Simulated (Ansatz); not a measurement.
Species: SnCl2 (charge 0, singlet). SMILES: [Cl][Sn][Cl]
Geometry: optimised at B3LYP-D3(BJ)/def2-TZVP (Ansatz, a quantum-chemistry and plane-wave program).

Property: atomisation energy (electronic, to ground-state atoms), in kcal/mol. Valence correlation only, unless marked. Open shells are spin-unrestricted. Spin-orbit coupling is left out. The frozen core is the preceding noble-gas configuration, with the filled d and f shells of earlier blocks. Past Kr the def2 sets carry scalar-relativistic core potentials. STO-3G rows are all-electron and non-relativistic. The coupled-cluster limit lacks core correlation, which all-electron functionals hold. CBS(X,Y): correlation extrapolated as X^-3; Hartree-Fock from the larger set.

```json
[
 {"level": "PBE/def2-TZVPD", "program": "Ansatz", "atomisation energy (kcal/mol)": "192.5"},
 {"level": "BLYP-D3(BJ)/def2-TZVPD", "program": "Ansatz + dftd3", "atomisation energy (kcal/mol)": "188.9"},
 {"level": "BLYP/def2-TZVPD", "program": "Ansatz", "atomisation energy (kcal/mol)": "183.7"},
 {"level": "r2SCAN/def2-TZVPD", "program": "Ansatz", "atomisation energy (kcal/mol)": "189.8"}
]
```

### Question
Predict the CCSD(T)/CBS(def2-TZVPPD,def2-QZVPPD) result (Ansatz).

### Answer
187.4 kcal/mol, so r2SCAN/def2-TZVPD differs from it by 2.4 kcal/mol.
